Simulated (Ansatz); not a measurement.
Consider the redistribution: `[Cl][Sn][Cl]` + `C[N](C)[Ga]([NH2])[NH2]` → `C[N](C)[Sn][Cl]` + `[NH2][Ga]([NH2])[Cl]`.

Computed with Ansatz on PBE0-D4/def2-TZVP structures; ΔE is electronic, products minus reactants. CCSD(T)/CBS adds triple-zeta CCSD(T) − MP2 to the extrapolated MP2 energy (def2 sets, frozen cores). DFT in def2-TZVPP. B3LYP here is the variant with VWN-RPA as its local correlation; programs differ in this. HSE06 is defined as in plane-wave codes. Elements past krypton have def2 core potentials. For Ga, Sn outer-core shells are correlated without core-valence functions, which leaves a few kJ/mol of doubt a bond. Scalar relativity is left out up to krypton. Each species was taken in one conformer, which may not be the lowest.

`[Cl][Sn][Cl]`:

Cartesian coordinates in Å:
```
Cl 0.359 1.810 -0.237
Sn -0.863 -0.191 -0.528
Cl 0.504 -1.620 0.765
```

`C[N](C)[Ga]([NH2])[NH2]`:

```xyz
16

C    -1.206   -0.474   -1.433
N    -0.086    0.066   -0.715
C     0.840    0.769   -1.558
Ga    0.153   -0.138    1.080
N     1.645    0.559    1.869
N    -0.988   -1.197    2.033
H    -1.884   -1.006   -0.762
H    -0.889   -1.187   -2.211
H    -1.790    0.312   -1.936
H     1.239    0.122   -2.354
H     1.694    1.137   -0.984
H     0.374    1.636   -2.052
H     1.697    0.620    2.873
H     2.124    1.339    1.450
H    -1.029   -1.119    3.036
H    -1.892   -1.440    1.665
```

`C[N](C)[Sn][Cl]`:

```xyz
11

C    -0.937    0.375   -1.066
N     0.185   -0.068   -0.275
C    -0.065    0.010    1.141
Sn    1.849   -0.696   -1.235
Cl    3.127   -1.214    0.719
H    -0.715    0.303   -2.136
H    -1.196    1.420   -0.850
H    -1.833   -0.231   -0.871
H     0.804   -0.331    1.704
H    -0.927   -0.610    1.424
H    -0.291    1.042    1.445
```

`[NH2][Ga]([NH2])[Cl]`:

```xyz
8

N    -0.134   -1.595    0.397
Ga   -0.150    0.212    0.380
N     0.372    1.261   -0.996
Cl   -0.851    1.200    2.150
H    -0.636   -2.092    1.114
H    -0.065   -2.133   -0.450
H     0.937    0.906   -1.750
H     0.529    2.243   -0.845
```

```csv
level,ΔE (kJ/mol),difference from CCSD(T)/CBS
LDA (SPW92),-25.2,-4.0
PBE-D4,-21.5,-0.3
revPBE-D4,-20.7,0.5
BLYP-D4,-19.0,2.2
r2SCAN-D4,-23.9,-2.7
B97M-V,-20.8,0.4
PBE0-D4,-19.9,1.3
B3LYP-D4,-17.7,3.5
r2SCANh-D4,-22.8,-1.6
r2SCAN0-D4,-21.2,0.0
HSE06-D4,-19.9,1.3
CAM-B3LYP-D4,-17.2,4.0
ωB97X-V,-18.8,2.4
ωB97M-V,-19.2,2.0
B2PLYP,-22.7,-1.5
PBE-QIDH,-24.4,-3.2
PBE,-21.1,0.1
revPBE,-19.4,1.8
BLYP,-17.5,3.7
r2SCAN,-24.2,-3.0
PBE0,-19.6,1.6
B3LYP,-16.6,4.6
r2SCANh,-23.0,-1.8
r2SCAN0,-21.4,-0.2
HSE06,-19.6,1.6
BHLYP,-15.1,6.1
CAM-B3LYP,-16.7,4.5
LC-ωPBE,-18.5,2.7
RPA@PBE/def2-TZVPP,-24.2,-3.0
HF/def2-SVP,-15.2,6.0
CCSD/def2-SVP,-28.6,-7.4
HF/def2-TZVPP,-13.3,7.9
MP2/def2-TZVPP,-28.6,-7.4
SCS-MP2/def2-TZVPP,-25.1,-3.9
CCSD/def2-TZVPP,-21.9,-0.7
HF/def2-QZVPP,-11.7,9.5
MP2/def2-QZVPP,-25.3,-4.1
SCS-MP2/def2-QZVPP,-22.4,-1.2
HF/CBS(def2),-11.4,9.8
MP2/CBS(def2),-23.8,-2.6
CCSD(T)/CBS,-21.2,0
```

Largest T1 diagnostic among the species: 0.017.

In def2-TZVPP, CCSD(T) changes the Hartree–Fock value by −12.6 kJ/mol (the triples alone add −4.0 kJ/mol) and MP2 by −15.2 kJ/mol. Leaving LDA and LC-ωPBE aside and taking each functional with its dispersion term where it has one, the values, not all of them listed here, spread over 8.2 kJ/mol, from PBE-QIDH to BHLYP-D4. LDA lies −4.1 kJ/mol from PBE without D4. At CCSD(T), def2-SVP lies −10.7 kJ/mol from the extrapolated value and def2-TZVPP −4.8 kJ/mol.
